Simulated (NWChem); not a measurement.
# GaN₂H₄Cl; SMILES [NH2][Ga]([NH2])[Cl]

```xyz
8

Ga    -0.0089    -0.3727     0.0000
Cl    -0.0041     1.8060     0.0000
N      0.1307    -1.1924     1.6325
H     -0.1614    -0.6458     2.4350
H     -0.1910    -2.1502     1.7182
N      0.1307    -1.1924    -1.6325
H     -0.1910    -2.1502    -1.7182
H     -0.1614    -0.6458    -2.4350
```
Atoms are numbered in this order, from 1.

Results from NWChem. Pople sets run with spherical d functions. All runs use the structure optimised with B3LYP/6-31G* (spherical d). GIAO values for the isolated, static molecule; σ is the absolute isotropic shielding, δ = σ(reference) − σ with the isolated reference molecule computed at the same levels (1H: tetramethylsilane, 15N: ammonia).

```csv
level,σ Ga1 (ppm),σ Cl2 (ppm),δ N3 (ppm),δ H4 (ppm),δ H5 (ppm)
B3LYP/6-311G**,(withheld),(withheld),(withheld),(withheld),(withheld)
PBE0/pcSseg-1,1351.1,970.9,26.9,1.07,0.93
Hartree-Fock/6-31G*,1708.4,1065.1,6.9,0.25,0.11
```

Question: What belongs in the gaps?

Answer: 
- B3LYP/6-311G**, σ Ga1 (ppm): 1330.4
- B3LYP/6-311G**, σ Cl2 (ppm): 947.1
- B3LYP/6-311G**, δ N3 (ppm): 32.8
- B3LYP/6-311G**, δ H4 (ppm): 1.02
- B3LYP/6-311G**, δ H5 (ppm): 0.86
